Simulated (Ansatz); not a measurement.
Ideal-gas functions of CH$_{5}$GaN$_{2}$, SMILES `N=[CH][GaH][NH2]` at 298.15 K and 1 bar, from an Ansatz frequency run at PBE0-D4/def2-TZVP.

Molar mass 114.79 g/mol, point group Cs (symmetry number 1), electronic degeneracy 1, moments of inertia 54.744, 143.328, 198.072 u Å². Harmonic wavenumbers (cm⁻¹, unscaled): 79, 114, 301, 303, 376, 547, 553, 599, 622, 721, 755, 1159, 1194, 1397, 1548, 1660, 1994, 2972, 3396, 3615, 3730.

Use S(trans) = R[1.5 ln M + 2.5 ln T − 1.1517]; rotational temperatures θ = 24.2544 K / I; S(rot) = R[ln(√π/σ · √(T³/θAθBθC)) + 1.5]; for each mode x = 1.438777 ν̃/T, S = R[x/(eˣ − 1) − ln(1 − e⁻ˣ)] and H = RT x/(eˣ − 1); 1 cm⁻¹ = 0.0119627 kJ/mol; R = 8.31446 J/(mol·K).

**Question.** By hand: the entropy, in J/(mol·K).

**Answer.** Translation 168.0. Rotation: θ = 0.4431, 0.1692, 0.1225 K, giving 107.8. Vibration, mode by mode: 16.38, 13.39, 5.91, 5.86, 4.42, 2.30, 2.25, 1.89, 1.73, 1.18, 1.03, 0.20, 0.18, 0.08, 0.04, 0.02, 0.01, 0.00, 0.00, 0.00, 0.00, in all 56.9. Electronic 0.0. Sum 332.7 J/(mol·K).

**Question.** By hand: H − E and G − E in kJ/mol, counted from the electronic energy.

**Answer.** Zero-point energy ½ × 27635 × 0.0119627 = 165.3; thermal vibration 9.4; translation, rotation and pV give 4 RT = 9.9. H − E = 184.6 kJ/mol, and G − E = 184.6 − 298.15 × 332.7/1000 = 85.4 kJ/mol.

Vibration gives 17 % of the entropy, 29.8 J/(mol·K) of it from the modes under 150 cm⁻¹: soft modes count most, and the harmonic formula is weakest for them. The sum counts one conformer and one mirror image; others add a mixing term.
